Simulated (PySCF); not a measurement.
**2 ZrCl₃ → ZrCl₂ + ZrCl₄**

Level: PBE0 in the def2-TZVP basis family, computed in PySCF with density fitting; scalar-relativistic core potentials for atoms from Rb on, none lighter, no spin–orbit coupling; open shells unrestricted.

```tsv
species	state and structure	ZPE (kJ/mol)	H(298 K) − H(0) (kJ/mol)	S° (J/(mol K))
ZrCl₃	doublet, D3h, Zr–Cl 2.328 Å (×3)	8.7	18.4	349.0
ZrCl₂	triplet, C2v, Zr–Cl 2.347 Å (×2); Cl–Zr–Cl 143.2°	4.9	13.8	314.0
ZrCl₄	singlet, Td, Zr–Cl 2.317 Å (×4)	13.2	22.5	367.2
```

Is the gas-phase reaction uphill or downhill in electronic energy at this level, and by how much?

At PBE0/def2-TZVP, ΔE = 36.1 kJ/mol, uphill. The bond broken in ZrCl₃ is stronger than the one that a second molecule gains.

Add zero-point, thermal and entropy terms for 298.15 K and 1 bar.

ΔZPE = 0.7 and Δ[H(298) − H(0)] = -0.5 kJ/mol give ΔH° = 36.3 kJ/mol. ΔS° = -16.8 J/(mol K), so ΔG° = 36.3 − 298.15 × (-0.0168) = 41 kJ/mol and log₁₀K = -7.2.

Open d or f shells are single determinants, so the state found may not be the ground state. The structures come from searches over a few start shapes, so lower isomers are not excluded.
